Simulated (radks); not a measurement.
A nucleus of charge 40.8 with 40 electrons, 40 electrons, occupied as [Kr] 4d2 5s2. All-electron calculation, scalar-relativistic Kohn-Sham, r2SCAN, spin-polarised, spherical densities, finite nucleus; open shells are filled with parallel spins first (spin-orbit coupling, left out, can overturn this in heavy ions); meta-GGA in the generalised Kohn-Sham scheme; Fermi nuclear charge, rms radius 4.2694 fm. Program: a radial shooting solver on a logarithmic mesh with Libxc functionals.

Radial electron density D(r) = 4 pi r^2 rho(r):

r (bohr),D(r) (e/bohr),spin D(r)
0.006002,15.26,0.0000814
0.006931,18.63,0.0000944
0.008005,22.47,0.000106
0.009245,26.75,0.000112
0.01068,31.35,0.000108
0.01233,36.10,0.0000874
0.01424,40.76,0.0000378
0.01645,44.98,-0.0000558
0.01899,48.40,-0.000214
0.02193,50.66,-0.000462
0.02533,51.48,-0.000825
0.02926,50.82,-0.00133
0.03379,48.91,-0.00197
0.03902,46.38,-0.00270
0.04506,44.16,-0.00338
0.05204,43.33,-0.00373
0.0601,44.72,-0.00321
0.06941,48.56,-0.000927
0.08016,54.12,0.00443
0.09258,59.68,0.0145
0.1069,63.04,0.0313
0.1245,62.25,0.0579
0.1437,57.07,0.0922
0.166,49.28,0.134
0.1917,42.07,0.179
0.2214,38.52,0.218
0.2557,39.78,0.242
0.2953,44.05,0.237
0.3411,47.42,0.199
0.3939,46.32,0.131
0.4549,39.80,0.0535
0.5254,29.92,-0.00177
0.6067,20.24,0.00232
0.7007,13.61,0.0975
0.8092,10.71,0.292
0.9346,10.17,0.563
1.079,10.01,0.864
1.246,8.995,1.09
1.44,7.091,1.20
1.662,4.958,1.17
1.92,3.234,1.01
2.217,2.148,0.784
2.561,1.559,0.544
2.957,1.201,0.328
3.415,0.8904,0.161
3.944,0.5871,0.0540
4.555,0.3277,0.00365
5.261,0.1496,-0.00968
6.076,0.05434,-0.00757
7.017,0.01531,-0.00325
8.104,0.003255,-0.000897
9.359,0.0005076,-0.000168

D(r) has 3 maxima, at r = 0.0255, 0.113, 0.358 bohr, and minima at 0.0516, 0.229 bohr, inside which lie 2.05, 11.07 electrons.
